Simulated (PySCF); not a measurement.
```xyz
3
charge 0 multiplicity 2, angstrom
In   -0.2277    0.0000   -0.3693
F    -1.9111    0.0000    0.6305
Cl    1.7814    0.0000    0.8520
```

These are results of UPBE0/[In def2-TZVP with ECP28, F def2-TZVP, Cl def2-TZVP], scalar-relativistic core potentials, density fitting, no spin–orbit coupling, PySCF, not measurements.

This geometry of InFCl is a stationary point at this level.

(1) What is the point group?

(2) Is it a minimum?

(3) List the harmonic modes with their infrared intensities.

(4) What are the dipole moment and the gap between the highest occupied and lowest empty levels of either spin?

(5) Give the ideal-gas entropy at 298.15 K and 1 bar by parts.

Results:

(1) Cs.

(2) Yes: all harmonic wavenumbers are real.

(3) 
| symmetry | ω (cm⁻¹) | IR (km/mol) | type |
| --- | --- | --- | --- |
| a' | 104 | 12.4 | bend |
| a' | 336 | 40.9 | stretch |
| a' | 563 | 88.1 | stretch |

(4) 2.90 D and 2.82 eV.

(5) translation 172.8, rotation 108.3, vibration 21.5, spin 5.8; total 308.4 J/(mol K).

Other isomers or separated fragments may lie lower. No spin–orbit coupling is included, which matters more the heavier the element.
